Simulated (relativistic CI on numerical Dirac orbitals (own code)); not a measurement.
## How well does a small relativistic CI reproduce Lu I?

Calculated at this level of theory: Dirac-Coulomb-Breit CI, KLI orbitals optimised for each configuration, QED by a radiative potential, valence Slater integrals scaled by 0.85, P86 correlation estimate, and configurations built on the next ion tied to the tabulated ionisation energy (semi-empirical) (own radial code, finite nucleus).

Configurations in the expansion (outside the closed core [Xe] 4f14): 5d.6s2, 6s2.6p, 5d.6s.6p, 5d2.6s, 6s2.7s, 6s2.7p, 6s2.6d, 6s2.7d, 6s2.8s, 6s2.6f, 6s2.7f, 5d3, 6s2.5f, 5d.6p2, 6s.6p2, 5d.6s.6d, 6s2.8p, 5d2.6p, 6s2.5g, 6s2.8d, 5d.6s.7s. Levels of other configurations are missing.

| Configuration | Term (tabulated) | J | Measured (cm⁻¹) | Computed | Error | Purity (%) |
| --- | --- | --- | --- | --- | --- | --- |
| 5d.6s2 | 2D | 3/2 | 0.0 | 0 | 0 | 90 |
| 5d.6s2 | 2D | 5/2 | 1993.9 | 1447 | -547 | 90 |
| 6s2.6p | 2P° | 1/2 | 4136.0 | -273 | -4409 | 89 |
| 6s2.6p | 2P° | 3/2 | 7476.4 | 3066 | -4411 | 89 |
| 5d.6s.6p | 4F° | 3/2 | 17427.3 | 14618 | -2809 | 92 |
| 5d.6s.6p | 4F° | 5/2 | 18504.6 | 15603 | -2902 | 91 |
| 5d2.6s | 4F | 3/2 | 18851.3 | 18843 | -9 | 98 |
| 5d2.6s | 4F | 5/2 | 19403.3 | 19145 | -258 | 98 |
| 5d2.6s | 4F | 7/2 | 20247.3 | 19593 | -655 | 99 |
| 5d.6s.6p | 4F° | 7/2 | 20432.5 | 17112 | -3321 | 97 |
| 5d.6s.6p | 4D° | 1/2 | 20762.4 | 18532 | -2231 | 96 |
| 5d.6s.6p | 4D° | 3/2 | 21195.4 | 18851 | -2344 | 89 |
| 5d2.6s | 4F | 9/2 | 21242.3 | 20190 | -1052 | 98 |
| 5d.6s.6p | 2D° | 5/2 | 21462.3 | 19009 | -2453 | 68 |
| 5d.6s.6p | 2D° | 3/2 | 22124.7 | 19562 | -2562 | 77 |
| 5d.6s.6p | 4D° | 5/2 | 22221.6 | 19543 | -2679 | 88 |
| 5d.6s.6p | 4F° | 9/2 | 22609.5 | 18923 | -3687 | 99 |
| 5d.6s.6p | 4D° | 7/2 | 23524.2 | 20739 | -2785 | 95 |
| 5d.6s.6p | 4P° | 1/2 | 24108.7 | 20983 | -3126 | 97 |
| 6s2.7s | 2S | 1/2 | 24125.9 | 23564 | -562 | 91 |
| 5d.6s.6p | 4P° | 3/2 | 24308.2 | 21195 | -3113 | 85 |
| 5d2.6s | 2D | 3/2 | 24518.2 | 23441 | -1077 | 73 |
| 5d2.6s | 2D | 5/2 | 24711.2 | 23783 | -929 | 63 |
| 5d.6s.6p | 4P° | 5/2 | 25191.6 | 21837 | -3354 | 72 |
| 5d2.6s | 2G | 7/2 | 26570.4 | 28073 | 1503 | 88 |
| 5d2.6s | 2G | 9/2 | 26671.3 | 28087 | 1415 | 94 |
| 5d2.6s | 2F | 7/2 | 27991.8 | 26370 | -1621 | 80 |
| 5d.6s.6p | 2F° | 5/2 | 28020.2 | 26171 | -1849 | 77 |
| 6s2.7p | 2P° | 1/2 | 29430.9 | 29205 | -226 | 85 |
| 5d.6s.6p | 2F° | 7/2 | 29486.9 | 27785 | -1702 | 83 |
| 5d2.6s | 2P | 3/2 | 29937.8 | 28912 | -1026 | 78 |
| 5d.6s.6p | 2F° | 5/2 | 30183.5 | 30590 | 407 | 72 |
| 5d.6s.6p | 2P° | 3/2 | 31523.1 | 30352 | -1171 | 55 |
| 6s2.6d | 2D † | 3/2 | 31542.2 | 30947 | -595 | 92 |
| 6s2.6d | 2D † | 5/2 | 31713.6 | 30919 | -795 | 60 |
| 5d.6s.6p | 2F° | 7/2 | 31751.2 | 31320 | -431 | 81 |
| 5d.6s.6p | 2P° | 1/2 | 32058.1 | 30840 | -1218 | 81 |

Measured levels from NIST Handbook of Basic Atomic Spectroscopic Data (Sansonetti and Martin, J. Phys. Chem. Ref. Data 34, 1559 (2005)); pairs were made by configuration, J and term (by order where the table uses no LS term), so strongly mixed levels may be paired wrongly.

Mean error by configuration (cm⁻¹): 5d.6s2 -547; 6s2.6p -4410; 5d.6s.6p -2281; 5d2.6s -371; 6s2.7s -562; 6s2.7p -226. Over the excited levels the mean absolute error is 1878 cm⁻¹ (36 of the 46 excited levels that our extract of the source holds in range could be paired, and the others can miss by more), and the median relative error of those above 1,000 cm⁻¹ is 6.2 %. † marks terms whose computed intervals miss the measured ones by more than a factor of 2.5, or configurations far off the rest, from wrong mixing, a near crossing or a doubtful label or measurement; they are left out of the means.
